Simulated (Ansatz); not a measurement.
Conformers of `S[SiH](S)S`, each relaxed with PBE0-D4/def2-TZVP in Ansatz. CBS adds the triple-zeta coupled-cluster correction to the MP2 limit.

Not all of them had a frequency check.

Conformer A:

Cartesian coordinates in Å:
```
S -1.672 -0.249 1.252
Si 0.148 0.262 0.276
S -0.233 1.908 -1.013
S 0.808 -1.516 -0.695
H -1.182 -1.380 1.791
H 1.193 0.767 1.198
H -1.076 1.216 -1.800
H 2.015 -1.010 -1.009
```

Conformer B:

Cartesian coordinates in Å:
```
S -0.455 0.065 2.185
Si 0.148 0.024 0.149
S 0.677 2.052 -0.239
S -1.493 -0.780 -0.953
H -1.121 -1.101 2.108
H 1.338 -0.812 -0.139
H 1.631 1.714 -1.122
H -0.724 -1.161 -1.988
```

**Question.** Which is lowest in electronic energy at CCSD(T)/CBS (frozen core, def2 sets), and by how much? (Estimate.)

**Answer.** Computed: A; B lies 5.1 kJ/mol higher.

**Question.** Give the energies relative to A (kJ/mol) with PBE0-D4/def2-TZVPP, PBE/def2-TZVPP, MP2/def2-TZVPP, SCS-MP2/def2-TZVPP, CCSD/def2-TZVPP, HF/def2-QZVPP, MP2/CBS(def2). (Estimate.)

**Answer.** The calculation gave: 
| level | B |
| --- | --- |
| PBE0-D4/def2-TZVPP | 5.6 |
| PBE/def2-TZVPP | 5.1 |
| MP2/def2-TZVPP | 5.8 |
| SCS-MP2/def2-TZVPP | 5.8 |
| CCSD/def2-TZVPP | 5.7 |
| HF/def2-QZVPP | 6.4 |
| MP2/CBS(def2) | 5.3 |
